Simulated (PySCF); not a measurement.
ZrH3, SMILES [ZrH3] (connectivity only; charge and spin as stated), neutral, multiplicity 2.

The structure is a stationary point at B3LYP-D3(BJ)/def2-TZVPD. A frequency run showed that this geometry is not a minimum. The multiplicity is an assumed one; other spin states were not compared. The def2 effective core potentials stand for the cores of Zr; spin–orbit coupling is left out.

Level of theory: M06-2X/def2-TZVPD (PySCF).

Isolated molecule, no solvent.

Computed frontier levels, dipole moment and polarisability:
The α spin, highest occupied and lowest empty level is -6.73 and -1.48 eV and the β spin, highest occupied and lowest empty level is -9.19 and -3.27 eV. The dipole moment is 0.00 D and the quadrupole, principal values (traceless, Buckingham form, about the centre of nuclear charge) comes out as -3.30, -3.30, 6.60 D·Å. The mean static polarisability is 62.3 bohr³ (9.24 Å³) and the polarisability, principal values is 59.4, 59.5, 68.1 bohr³. The ⟨S²⟩ comes out as 0.751 (pure state 0.75).
